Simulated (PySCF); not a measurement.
**Working out the ionisation energy of Ne⁺**

Ne⁺ [He] 2s2 2p5 (2P) → Ne²⁺ [He] 2s2 2p4 (3P). Computed with PySCF 2.14 in def2-SVP (3s2p1d, 14 functions), with the non-relativistic Hamiltonian (point nucleus). Frozen: 1s2. Energies in hartree (1 hartree = 27.21139 eV):

| part | Ne⁺ (lower) | Ne²⁺ (upper) |
| --- | --- | --- |
| UHF | -127.648288 | -126.194974 |
| CCSD correlation | -0.140699 | -0.101978 |
| (T) | -0.001056 | -0.000663 |

Question: What does Hartree-Fock give?

Answer: (-126.194974) − (-127.648288) = 1.453314 hartree = 39.547 eV.

Question: What do CCSD and CCSD(T) give?

Answer: The CCSD correlation energies differ by 0.038721 hartree = 1.054 eV and the triples by 0.000393 hartree = 0.011 eV, so CCSD gives 40.601 eV and CCSD(T) 40.612 eV.

Reference: 40.963 eV (measured; NIST Atomic Spectra Database, ionization energies), between the lowest levels; spin-orbit coupling is absent from the calculation.

A double-zeta basis recovers only part of the correlation energy.

What remains against the reference includes basis incompleteness, the frozen core and higher excitations.
